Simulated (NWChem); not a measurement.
Molecule: GeH₂S, singlet; SMILES [SH][GeH]

```xyz
4

Ge     0.0145     0.7833     0.0018
H     -1.5919     0.7982     0.0021
S     -0.0410    -1.4657     0.0026
H      1.2970    -1.6650     0.0024
```
Atoms are numbered in this order, from 1.

Low-valent species are run as closed-shell singlets; no triplet was tried in these runs. Geometry: optimised at B3LYP/6-31G* (spherical d).

Q: Give the principal values of the shielding tensors (ppm) of Ge1, S3 from PBE0/pcSseg-1, GIAO (NWChem), with their diamagnetic and paramagnetic parts as GIAO splits them.

A: 
| atom | σ11 | σ22 | σ33 | isotropic | diamagnetic | paramagnetic |
|---|---|---|---|---|---|---|
| Ge1 | -1382.4 | 479.2 | 1584.9 | 227.2 | 2755.3 | -2528.1 |
| S3 | -630.4 | 501.9 | 634.6 | 168.7 | 1056.8 | -888.0 |
